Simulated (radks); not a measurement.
Task: The mean radii <r> (bohr) of the occupied orbitals of an atom or ion are listed with their occupations. Calculated with a radial shooting solver on a logarithmic mesh with Libxc functionals: Dirac Kohn-Sham, PBE, spin-unpolarised, spherical densities, point nucleus.

orbital  occ.      <r>
1s1/2       2  0.02905
2s1/2       2   0.1251
2p1/2       2   0.1058
2p3/2       4   0.1112
3s1/2       2   0.3391
3p1/2       2   0.3299
3p3/2       4   0.3411
3d3/2       4   0.3125
3d5/2       6   0.3161
4s1/2       2   0.8185
4p1/2       2   0.8653
4p3/2       4   0.8948
4d3/2       4    1.080
4d5/2       6    1.094
5s1/2       1    2.201
5p1/2       1    2.593

Name the element and its charge. Open shells, if any, fill j = l - 1/2 first.

Result: Z = 50, tin, charge +2: Sn2+ in [Kr] 4d10 5s1 5p1. The 1s radius gives Z: for a bare nucleus <r> = (2 gamma + 1)/(2Z) with gamma = sqrt(1 - (Z/c)^2), 0.02862 bohr for Z = 50, and screening makes it slightly larger (0.02905 here). The occupations add up to 48, and the charge is Z minus that.
